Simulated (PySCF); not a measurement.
SMILES [Si](F)(F)([SiH2][SiH2]CC)F (C2H9F3Si3) at its GFN2-xTB optimised geometry (Å):

```
17

C     -1.5177    -3.0997     3.4344
C     -0.0070    -2.9050     3.3796
Si     0.5652    -2.0354     1.7815
Si    -0.5446     0.0030     1.5691
Si     0.3734     1.3737     0.0000
F      0.0531     0.9859    -1.5123
F      1.9684     1.3737     0.0000
F      0.0564     2.9341     0.0000
H     -1.8110    -3.6126     4.3490
H     -2.0316    -2.1404     3.4038
H     -1.8589    -3.6949     2.5902
H      0.4799    -3.8776     3.4680
H      0.3083    -2.3256     4.2494
H      0.2820    -2.9341     0.6502
H      2.0268    -1.8866     1.8508
H     -1.9684    -0.1546     1.2145
H     -0.5895     0.7605     2.8351
```

Method: PBE/def2-SVP in PySCF. Cells within 0.4 Å of a nucleus heavier than hydrogen are left out (blank, or x).

Map of the deformation density (molecule minus spherical neutral atoms) (e/bohr³) on the plane z = 0.0 Å:

```
|333333333333333333333333333|
|333333333333333333333333333|
|333333333333222333333333333|
|333333333332222333333333333|
|333333333333333322233333333|
|3333333332338xx422223333333|
|3333333322236x6422223333333|
|333333322222598322333333333|
|333333322221121025643233333|
|33333332221002x157xx2233333|
|33333322221112x157x82233333|
|333333222222331025543233333|
|333332222222331012333333333|
|333332222221221112223333333|
|333332222221112222223333333|
|333332222222222222223333333|
|333333222222222222223333333|
|333333322222222222222333333|
|333333332222222222222333333|
|333333333222222222222333333|
|333333333222222222223333333|
|333333333322222222223333333|
|333333333322222222233333333|
|333333333332222222333333333|
|333333333333222223333333333|
|333333333333333333333333333|
|333333333333333333333333333|
```
Scale: ten equal steps from -0.014 (start of '0') to 0.032 (end of '9'), in the order '0123456789'; x runs from -5.00 to 5.00, y from -5.00 (bottom) to 5.00 (top).
